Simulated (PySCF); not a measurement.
PySCF job for C2H5O2, SMILES O[CH]CO, multiplicity 2, ωB97X-D3(BJ)/def2-SVP. 

```python
import numpy as np
from pyscf import gto, scf, dft
from pyscf.geomopt import geometric_solver

mol = gto.M(
    atom='''
    O     1.45945298    0.03107592   -0.23625414
    C     0.46207268   -0.76778764    0.28333531
    C    -0.92604655   -0.33015210   -0.01874329
    O    -1.09428587    1.06185313    0.06529132
    H     2.31927795   -0.35465449   -0.04972326
    H     0.67560715   -1.81096396    0.44746087
    H    -1.22502140   -0.66882009   -1.03646107
    H    -1.62169238   -0.78698797    0.69211180
    H    -0.28566502    1.46563244   -0.27323785
    ''',
    basis='def2-SVP',
    charge=0,
    spin=1,
    max_memory=1600,
    verbose=3,
)
mf = dft.UKS(mol, xc='wb97x-d3bj').density_fit(auxbasis='def2-universal-jkfit')
mf.grids.level = 3
mf.conv_tol = 1e-9
mf.max_cycle = 100
mf.kernel()
fine, coarse = mf.grids, dft.Grids(mol).set(level=1).build(with_non0tab=True)
for _ in range(3):  # follow internal instabilities
    mf.grids = coarse
    mo, _, stable, _ = mf.stability(return_status=True, nroots=4)
    mf.grids = fine
    if stable:
        break
    mf.kernel(mf.make_rdm1(mo, mf.mo_occ))
conv, mol_eq = geometric_solver.kernel(mf, convergence_set='GAU_TIGHT', maxsteps=100)
print(mol_eq.tostring(format='xyz'))
mf.reset(mol_eq)
mf.kernel()
```

Log of the run:

```

WARN: HOMO -0.110391740049418 >= LUMO -0.110391740049418

converged SCF energy = -229.482203806091  <S^2> = 0.7532144  2S+1 = 2.0032118
<class 'pyscf.df.df_jk.DFUKS'> wavefunction is stable in the internal stability analysis
[banner and settings of the optimiser left out]
Geometry optimization cycle 1
Cartesian coordinates (Angstrom)
 Atom        New coordinates             dX        dY        dZ
   O   1.459453   0.031076  -0.236254   -0.000000  0.000000  0.000000
   C   0.462073  -0.767788   0.283335    0.000000  0.000000  0.000000
   C  -0.926047  -0.330152  -0.018743    0.000000  0.000000  0.000000
   O  -1.094286   1.061853   0.065291    0.000000  0.000000  0.000000
   H   2.319278  -0.354654  -0.049723    0.000000  0.000000  0.000000
   H   0.675607  -1.810964   0.447461    0.000000  0.000000  0.000000
   H  -1.225021  -0.668820  -1.036461    0.000000  0.000000  0.000000
   H  -1.621692  -0.786988   0.692112    0.000000  0.000000  0.000000
   H  -0.285665   1.465632  -0.273238    0.000000  0.000000  0.000000

WARN: Mole.unit (angstrom) is changed to Bohr

converged SCF energy = -229.482203806117  <S^2> = 0.75321425  2S+1 = 2.0032117
--------------- DFUKS_Scanner gradients ---------------
         x                y                z
0 O     0.0124770743     0.0034159947     0.0006278987
1 C    -0.0067000095    -0.0135777528    -0.0019912317
2 C    -0.0014533435    -0.0081779115     0.0079678349
3 O    -0.0010316416    -0.0053251140    -0.0028098871
4 H    -0.0015354590     0.0013497053    -0.0013690811
5 H    -0.0047463639     0.0132996030    -0.0014509658
6 H     0.0006166924     0.0035055056     0.0013152678
7 H     0.0025238703     0.0052270157    -0.0027244664
8 H    -0.0001591359     0.0002595298     0.0004264493
----------------------------------------------
cycle 1: E = -229.482203806  dE = -229.482  norm(grad) = 0.0288808
Step    0 : Gradient = 9.627e-03/1.527e-02 (rms/max) Energy = -229.4822038061
Hessian Eigenvalues: 2.30000e-02 2.30000e-02 2.30000e-02 ... 4.91826e-01 5.43811e-01 5.53302e-01

Geometry optimization cycle 2
Cartesian coordinates (Angstrom)
 Atom        New coordinates             dX        dY        dZ
   O   1.315042   0.048133  -0.262784   -0.144411  0.017057 -0.026530
   C   0.449997  -0.815426   0.351878   -0.012075 -0.047638  0.068543
   C  -0.906896  -0.329332  -0.027307    0.019150  0.000820 -0.008564
   O  -1.023919   1.072966   0.066614    0.070367  0.011113  0.001322
   H   2.218612  -0.256701  -0.130922   -0.100666  0.097954 -0.081198
   H   0.708895  -1.868252   0.517218    0.033288 -0.057288  0.069757
   H  -1.163645  -0.671972  -1.059238    0.061377 -0.003152 -0.022777
   H  -1.650028  -0.782835   0.649281   -0.028336  0.004153 -0.042831
   H  -0.183801   1.444185  -0.230411    0.101864 -0.021447  0.042826
converged SCF energy = -229.479468100756  <S^2> = 0.75303708  2S+1 = 2.0030348
--------------- DFUKS_Scanner gradients ---------------
         x                y                z
0 O    -0.0222488657     0.0111542204    -0.0015285227
1 C     0.0083988528    -0.0188516897     0.0062851686
2 C     0.0159937970     0.0065571568    -0.0073577978
3 O     0.0013636900     0.0035060309    -0.0020979728
4 H    -0.0031833031    -0.0025007765     0.0003869400
5 H    -0.0018796840    -0.0008316312     0.0030906382
6 H    -0.0014452928     0.0000265548    -0.0007294186
7 H     0.0030086008    -0.0005874046     0.0012403652
8 H    -0.0000186248     0.0015277755     0.0006874313
----------------------------------------------
cycle 2: E = -229.479468101  dE = 0.00273571  norm(grad) = 0.038799
Step    1 : Displace = 9.982e-02/1.620e-01 (rms/max) Trust = 1.000e-01 (=) Grad = 1.293e-02/2.494e-02 (rms/max) E (change) = -229.4794681008 (+2.736e-03) Quality = -1.329
Rejecting step - quality is lower than -1.0
Hessian Eigenvalues: 2.30000e-02 2.30000e-02 2.30000e-02 ... 4.91826e-01 5.43811e-01 5.53302e-01

Geometry optimization cycle 3
Cartesian coordinates (Angstrom)
 Atom        New coordinates             dX        dY        dZ
   O   1.386569   0.043593  -0.246266    0.071528 -0.004540  0.016518
   C   0.456163  -0.794703   0.310459    0.006166  0.020723 -0.041419
   C  -0.918969  -0.330355  -0.023329   -0.012072 -0.001023  0.003979
   O  -1.055852   1.069212   0.065271   -0.031933 -0.003754 -0.001343
   H   2.270342  -0.300960  -0.084288    0.051731 -0.044259  0.046633
   H   0.696254  -1.845977   0.480625   -0.012641  0.022276 -0.036593
   H  -1.202574  -0.670043  -1.048025   -0.038930  0.001929  0.011213
   H  -1.637370  -0.784303   0.675721    0.012658 -0.001468  0.026439
   H  -0.230673   1.453270  -0.256199   -0.046872  0.009085 -0.025788
converged SCF energy = -229.482531227776  <S^2> = 0.75315483  2S+1 = 2.0031523
--------------- DFUKS_Scanner gradients ---------------
         x                y                z
0 O    -0.0053489923     0.0070224741     0.0000393773
1 C     0.0023511647    -0.0125304169     0.0001232292
[...]
   O   1.436952  -0.052267  -0.341210    0.000275 -0.000458  0.000076
   C   0.473511  -0.766828   0.317873    0.000134 -0.000336  0.000010
   C  -0.909142  -0.320922  -0.025572    0.000221 -0.000129 -0.000061
   O  -1.076308   1.070347   0.129749    0.000494 -0.000085 -0.000116
   H   2.310334  -0.350727  -0.065194    0.000216 -0.000491  0.000215
   H   0.690922  -1.816331   0.557905    0.000071 -0.000320  0.000110
   H  -1.157074  -0.629339  -1.069091    0.000144 -0.000133 -0.000040
   H  -1.630673  -0.829392   0.634102    0.000106  0.000036 -0.000054
   H  -0.295905   1.482337  -0.261912    0.000586 -0.000272 -0.000134
converged SCF energy = -229.48358033347  <S^2> = 0.75305459  2S+1 = 2.0030523
--------------- DFUKS_Scanner gradients ---------------
         x                y                z
0 O    -0.0000065600     0.0000045135    -0.0000024702
1 C     0.0000053033     0.0000137605     0.0000084018
2 C    -0.0000068716    -0.0000092469    -0.0000016521
3 O    -0.0000076698     0.0000042008     0.0000005325
4 H    -0.0000035734     0.0000050662    -0.0000055111
5 H    -0.0000037039     0.0000039056    -0.0000043957
6 H    -0.0000005444     0.0000065693    -0.0000011164
7 H    -0.0000001853    -0.0000028652     0.0000005909
8 H    -0.0000053645     0.0000031451     0.0000053389
----------------------------------------------
cycle 19: E = -229.483580333  dE = -1.07409e-08  norm(grad) = 2.84139e-05
Step   18 : Displace = 7.658e-05/1.149e-04 (rms/max) Trust = 7.642e-05 (=) Grad = 9.471e-06/1.697e-05 (rms/max) E (change) = -229.4835803335 (-1.074e-08) Quality = 0.224
Hessian Eigenvalues: 5.84624e-04 2.34452e-03 7.02900e-03 ... 5.44688e-01 5.60406e-01 9.63482e-01

Geometry optimization cycle 20
Cartesian coordinates (Angstrom)
 Atom        New coordinates             dX        dY        dZ
   O   1.437179  -0.052623  -0.341148    0.000227 -0.000356  0.000063
   C   0.473625  -0.767083   0.317884    0.000114 -0.000254  0.000011
   C  -0.908963  -0.321019  -0.025613    0.000179 -0.000098 -0.000041
   O  -1.075949   1.070277   0.129656    0.000358 -0.000071 -0.000093
   H   2.310515  -0.351129  -0.065035    0.000181 -0.000402  0.000159
   H   0.690947  -1.816587   0.557982    0.000024 -0.000256  0.000077
   H  -1.156934  -0.629447  -1.069119    0.000140 -0.000108 -0.000028
   H  -1.630573  -0.829369   0.634067    0.000099  0.000023 -0.000035
   H  -0.295489   1.482147  -0.262017    0.000416 -0.000190 -0.000105
converged SCF energy = -229.48358033891  <S^2> = 0.75305469  2S+1 = 2.0030524
--------------- DFUKS_Scanner gradients ---------------
         x                y                z
0 O    -0.0000044638     0.0000037029    -0.0000014808
1 C     0.0000018104     0.0000119978     0.0000073804
2 C    -0.0000048359    -0.0000086553    -0.0000021487
3 O    -0.0000084141     0.0000043784     0.0000015589
4 H    -0.0000045067     0.0000058282    -0.0000056833
5 H    -0.0000013169     0.0000050021    -0.0000043706
6 H    -0.0000019683     0.0000062712    -0.0000001934
7 H    -0.0000005976    -0.0000024436    -0.0000000728
8 H    -0.0000048300     0.0000031286     0.0000047084
----------------------------------------------
cycle 20: E = -229.483580339  dE = -5.44028e-09  norm(grad) = 2.5887e-05
Step   19 : Displace = 3.887e-05/6.528e-05 (rms/max) Trust = 3.821e-05 (-) Grad = 8.629e-06/1.420e-05 (rms/max) E (change) = -229.4835803389 (-5.440e-09) Quality = 0.157
Hessian Eigenvalues: 1.86129e-04 2.37378e-03 6.91834e-03 ... 5.45611e-01 5.67050e-01 9.35850e-01

Geometry optimization cycle 21
Cartesian coordinates (Angstrom)
 Atom        New coordinates             dX        dY        dZ
   O   1.437317  -0.052835  -0.341109    0.000138 -0.000212  0.000039
   C   0.473693  -0.767231   0.317893    0.000068 -0.000148  0.000009
   C  -0.908857  -0.321075  -0.025636    0.000106 -0.000056 -0.000023
   O  -1.075742   1.070234   0.129600    0.000207 -0.000043 -0.000056
   H   2.310625  -0.351375  -0.064941    0.000110 -0.000246  0.000094
   H   0.690953  -1.816740   0.558027    0.000006 -0.000153  0.000045
   H  -1.156844  -0.629513  -1.069135    0.000090 -0.000067 -0.000016
   H  -1.630514  -0.829355   0.634048    0.000060  0.000014 -0.000020
   H  -0.295252   1.482038  -0.262080    0.000237 -0.000108 -0.000063
converged SCF energy = -229.483580341547  <S^2> = 0.75305473  2S+1 = 2.0030524
--------------- DFUKS_Scanner gradients ---------------
         x                y                z
0 O    -0.0000036515     0.0000018046     0.0000008165
1 C     0.0000041483     0.0000148145     0.0000041101
2 C    -0.0000049604    -0.0000094016    -0.0000018438
3 O    -0.0000093214     0.0000043263     0.0000021804
4 H    -0.0000069771     0.0000066042    -0.0000061913
5 H    -0.0000007260     0.0000038256    -0.0000036779
6 H    -0.0000023969     0.0000060841    -0.0000001237
7 H    -0.0000013723    -0.0000022438     0.0000001934
8 H    -0.0000038405     0.0000034823     0.0000041752
----------------------------------------------
cycle 21: E = -229.483580342  dE = -2.63651e-09  norm(grad) = 2.74033e-05
Step   20 : Displace = 1.920e-05/3.287e-05 (rms/max) Trust = 1.910e-05 (-) Grad = 9.134e-06/1.592e-05 (rms/max) E (change) = -229.4835803415 (-2.637e-09) Quality = 0.128
Poor-quality step dominated by net translation/rotation detected; will project out net forces and torques past this point.
Eigenvalues below 1.0000e-05 (-2.0268e-01) - returning guess
Hessian Eigenvalues: 2.30000e-02 2.30000e-02 2.30000e-02 ... 5.12178e-01 5.43101e-01 5.47573e-01

Geometry optimization cycle 22
Cartesian coordinates (Angstrom)
 Atom        New coordinates             dX        dY        dZ
   O   1.437387  -0.052935  -0.341090    0.000070 -0.000100  0.000019
   C   0.473724  -0.767300   0.317896    0.000031 -0.000068  0.000003
   C  -0.908808  -0.321099  -0.025646    0.000049 -0.000024 -0.000010
   O  -1.075650   1.070214   0.129574    0.000092 -0.000020 -0.000026
   H   2.310682  -0.351495  -0.064894    0.000058 -0.000120  0.000047
   H   0.690950  -1.816812   0.558046   -0.000003 -0.000072  0.000018
   H  -1.156800  -0.629545  -1.069142    0.000044 -0.000031 -0.000007
   H  -1.630484  -0.829348   0.634040    0.000029  0.000007 -0.000008
   H  -0.295150   1.481991  -0.262110    0.000102 -0.000047 -0.000030
converged SCF energy = -229.483580342549  <S^2> = 0.7530548  2S+1 = 2.0030525
--------------- DFUKS_Scanner gradients ---------------
         x                y                z
0 O    -0.0000040884     0.0000070349    -0.0000042256
1 C    -0.0000051949     0.0000094922     0.0000072691
2 C    -0.0000038212    -0.0000039150    -0.0000006608
3 O    -0.0000067557     0.0000019473     0.0000011203
4 H     0.0000006174     0.0000048255    -0.0000043309
5 H     0.0000002373     0.0000045235    -0.0000040533
6 H    -0.0000024417     0.0000052150    -0.0000004425
7 H    -0.0000007399    -0.0000019737    -0.0000003696
8 H    -0.0000068537     0.0000022106     0.0000053065
----------------------------------------------
cycle 22: E = -229.483580343  dE = -1.00238e-09  norm(grad) = 2.3073e-05
Step   21 : Displace = 9.610e-06/1.636e-05 (rms/max) Trust = 9.552e-06 (-) Grad = 6.797e-06/1.363e-05 (rms/max) E (change) = -229.4835803425 (-1.002e-09) Quality = 0.113
Hessian Eigenvalues: 2.30000e-02 2.30000e-02 2.30000e-02 ... 5.12178e-01 5.43101e-01 5.47573e-01
Converged! =D

9
XYZ from PySCF
O           1.43738681       -0.05293462       -0.34108953
C           0.47372397       -0.76729963        0.31789627
C          -0.90880760       -0.32109921       -0.02564561
O          -1.07565031        1.07021377        0.12957380
H           2.31068238       -0.35149530       -0.06489431
H           0.69095029       -1.81681242        0.55804577
H          -1.15680042       -0.62954470       -1.06914232
H          -1.63048433       -0.82934816        0.63403959
H          -0.29514978        1.48199135       -0.26211034
converged SCF energy = -229.483580342633  <S^2> = 0.7530548  2S+1 = 2.0030525
```

Self-consistency was reached.

Cost: about 4 core-minutes (a rough figure).
